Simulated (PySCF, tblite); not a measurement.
Compound: C7H5NO2.
Geometry (GFN2-xTB, Å), atoms numbered from 1 in this order:
```
atom  x, y, z in Å
C1    -1.6723   -0.4068   -0.7278
C2    -0.4785   -0.0153    0.1440
C3    -0.9090    0.3155    1.4830
N4    -1.2403    0.5782    2.5443
C5     0.5967   -1.1124    0.2692
O6     0.3938   -2.2868    0.3827
C7     1.9022   -0.4204    0.1749
C8     1.7491    0.8552   -0.1907
C9     0.3206    1.1893   -0.3901
O10   -0.1416    2.1715   -0.8950
H11   -2.1733   -1.2731   -0.3021
H12   -1.3288   -0.6540   -1.7302
H13   -2.3734    0.4225   -0.7885
H14    2.8266   -0.9390    0.3630
H15    2.5237    1.5836   -0.3586
```

Method used: PBE0/def2-SVPD in PySCF (dipole) on a GFN2-xTB geometry, gas phase.

Masses are those of the commonest isotopes; rigid-rotor values at the optimised geometry. The values belong to one conformer with, in the numbering `[CH3:1][C:2]1([C:3]#[N:4])[C:5](=[O:6])[CH:7]=[CH:8][C:9]1=[O:10]`, C1–C2–C5–O6 -40°, C2–C5–C7–C8 -10°, C7–C8–C9–O10 -168°, C1–C2–C9–C8 -139°.

**Question.** Give the principal moments of inertia and the rotational constants in cm⁻¹.

**Answer.** Ia = 310.19, Ib = 330.91, Ic = 429.23 u·Å²; 505379 MHz·u·Å²/I gives 1629, 1527 and 1177 MHz, that is A = 0.05435, B = 0.05094, C = 0.03927 cm⁻¹.

**Question.** Classify the top.

**Answer.** An asymmetric top; Ray's κ = 0.548.

**Question.** Is it planar, by Δ = Ic − Ia − Ib?

**Answer.** Not planar: Δ = Ic − Ia − Ib = -211.87 u·Å². For a rigid frame Δ = −2 Σ m c², so Σ m c² = 105.94 u·Å² lies off the ab plane: 16.02 from hydrogen and 89.91 from heavier atoms. The atom farthest from that plane is 2.50 Å away.

**Question.** List the rotational levels J(Ka,Kc) to J = 2 (MHz).

**Answer.** Above 0(0,0):
J = 1: 1(0,1) 2705, 1(1,1) 2807, 1(1,0) 3156
J = 2: 2(0,2) 7847, 2(1,2) 7866, 2(1,1) 8916, 2(2,1) 9222, 2(2,0) 9489
The levels of one J sum to (2J + 1)J(J + 1)(A + B + C)/3.

**Question.** Which lines would a microwave search look for?

**Answer.** The dipole components are |μa| = 0.00 D, |μb| = 4.09 D, |μc| = 0.95 D; the mirror of this Cs structure is the bc plane, so μa vanishes by symmetry (the 0.02 D computed is a residue) and there are no a-type lines. Intensities carry the squares of the components, which stand as 1.00 : 0.05 (b : c). Some lines, for components of 0.1 D or more:

```json
{"type": "c", "branch": "Q", "J(Ka,Kc)": "2(2,1) ← 2(1,1)", "MHz": "306", "lower level (cm⁻¹)": "0.297"}
{"type": "c", "branch": "Q", "J(Ka,Kc)": "3(3,1) ← 3(2,1)", "MHz": "610", "lower level (cm⁻¹)": "0.609"}
{"type": "c", "branch": "Q", "J(Ka,Kc)": "4(4,1) ← 4(3,1)", "MHz": "1005", "lower level (cm⁻¹)": "1.024"}
{"type": "c", "branch": "Q", "J(Ka,Kc)": "5(5,1) ← 5(4,1)", "MHz": "1470", "lower level (cm⁻¹)": "1.546"}
{"type": "b", "branch": "Q", "J(Ka,Kc)": "5(5,0) ← 5(4,1)", "MHz": "1522", "lower level (cm⁻¹)": "1.546"}
{"type": "b", "branch": "Q", "J(Ka,Kc)": "4(3,2) ← 4(2,3)", "MHz": "2063", "lower level (cm⁻¹)": "0.931"}
{"type": "b", "branch": "Q", "J(Ka,Kc)": "5(4,2) ← 5(3,3)", "MHz": "2151", "lower level (cm⁻¹)": "1.456"}
{"type": "b", "branch": "Q", "J(Ka,Kc)": "5(1,4) ← 5(0,5)", "MHz": "3566", "lower level (cm⁻¹)": "1.244"}
{"type": "b", "branch": "R", "J(Ka,Kc)": "2(0,2) ← 1(1,1)", "MHz": "5040", "lower level (cm⁻¹)": "0.094"}
{"type": "c", "branch": "R", "J(Ka,Kc)": "4(2,2) ← 3(1,2)", "MHz": "12480", "lower level (cm⁻¹)": "0.575"}
{"type": "b", "branch": "R", "J(Ka,Kc)": "5(5,0) ← 4(4,1)", "MHz": "16153", "lower level (cm⁻¹)": "1.058"}
{"type": "b", "branch": "R", "J(Ka,Kc)": "5(4,1) ← 4(3,2)", "MHz": "16373", "lower level (cm⁻¹)": "1.000"}
{"type": "b", "branch": "R", "J(Ka,Kc)": "5(3,2) ← 4(2,3)", "MHz": "17366", "lower level (cm⁻¹)": "0.931"}
```

Its GFN2-xTB frequencies are all real (lowest 49 cm⁻¹). Zero-point vibration and centrifugal distortion are left out. A rigid rotor knows nothing of internal rotation, which can split or shift real lines. Quadrupole hyperfine structure (14N) is left out.
